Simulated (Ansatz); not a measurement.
All values below come from frozen-core CCSD(T)/cc-pVDZ // B3LYP-D3(BJ)/def2-SVP (Ansatz, an electronic-structure program). The restricted HF reference is unstable towards unrestricted orbitals.

Ansatz 0.2 input:
```yaml
crystal:
  periodic: [false, false, false]
  atoms:
    - { symbol: C, position_ang: [1.30862, -1.846728, -0.144966] }
    - { symbol: C, position_ang: [0.782194, -0.448005, -0.010278] }
    - { symbol: C, position_ang: [1.558883, 0.675233, 0.157863] }
    - { symbol: Si, position_ang: [3.424818, 0.793848, 0.265333] }
    - { symbol: S, position_ang: [0.590037, 2.141161, 0.277759] }
    - { symbol: C, position_ang: [-0.894684, 1.240072, 0.09801] }
    - { symbol: C, position_ang: [-2.20234, 1.744883, 0.088991] }
    - { symbol: C, position_ang: [-3.256531, 0.85072, -0.068555] }
    - { symbol: C, position_ang: [-3.016716, -0.530557, -0.215652] }
    - { symbol: C, position_ang: [-1.720311, -1.030217, -0.206354] }
    - { symbol: C, position_ang: [-0.632743, -0.147163, -0.048278] }
    - { symbol: H, position_ang: [2.405618, -1.884834, -0.082888] }
    - { symbol: H, position_ang: [0.905749, -2.499998, 0.647193] }
    - { symbol: H, position_ang: [1.012418, -2.290615, -1.110391] }
    - { symbol: H, position_ang: [3.793433, 2.228076, 0.426726] }
    - { symbol: H, position_ang: [4.067449, 0.258632, -0.9701] }
    - { symbol: H, position_ang: [3.946833, 0.0205, 1.42957] }
    - { symbol: H, position_ang: [-2.388047, 2.814918, 0.203072] }
    - { symbol: H, position_ang: [-4.283002, 1.224701, -0.078193] }
    - { symbol: H, position_ang: [-3.860881, -1.21296, -0.338015] }
    - { symbol: H, position_ang: [-1.540796, -2.101668, -0.320846] }
basis:
  gaussian: { orbitals: cc-pVDZ }
correlation:
  method: ccsd_t
```

Output:

```
Functional definition: HF
1994 factors; integrals over basis functions are off by at most 1.3e-3 eV
mean field evaluation 1: about -28106.9004 eV, gradient 3.9e1 eV
mean field evaluation 2: about -28107.3880 eV, gradient 3.9e1 eV
mean field evaluation 4: about -28112.6243 eV, gradient 7.1e0 eV
mean field evaluation 8: about -28112.7959 eV, gradient 4.4e-1 eV
mean field evaluation 16: about -28106.9005 eV, gradient 3.9e1 eV
mean field evaluation 32: about -28102.1714 eV, gradient 2.0e0 eV
mean field -28112.79769941 eV, -1033.1262599146 hartree, gradient 1.4e-6 eV, S^2 0.000000; 0 other end points of the search recorded, 0 dependent functions left out; unrestricted orbitals would lower it
19 core orbitals not correlated
reference -28112.79769941 eV, -1033.1262599146 hartree; 28, 28 occupied and 165, 165 virtual orbitals, 1994 factors
second order -38.73038351 eV of doubles, -0.00000000 eV of singles
cycle   1  -39.16340725 eV  change   -4.3e-1 eV  update   1.7e-1
cycle   2  -40.39270411 eV  change    -1.2e0 eV  update   5.4e-2
cycle   3  -40.67476778 eV  change   -2.8e-1 eV  update   2.5e-2
cycle   4  -40.67367881 eV  change    1.1e-3 eV  update   7.2e-3
cycle   5  -40.67513638 eV  change   -1.5e-3 eV  update   4.2e-3
cycle   6  -40.67638733 eV  change   -1.3e-3 eV  update   1.4e-3
cycle   7  -40.67556401 eV  change    8.2e-4 eV  update   7.5e-4
cycle   8  -40.67549238 eV  change    7.2e-5 eV  update   3.3e-4
cycle   9  -40.67555320 eV  change   -6.1e-5 eV  update   1.3e-4
cycle  10  -40.67549703 eV  change    5.6e-5 eV  update   4.7e-5
perturbative correction -1.84564065 eV, -0.0678260428 hartree
Total energy: -28155.31883709 eV, -1034.6888829024 hartree
```

Cost: around 15 core-minutes (rough).
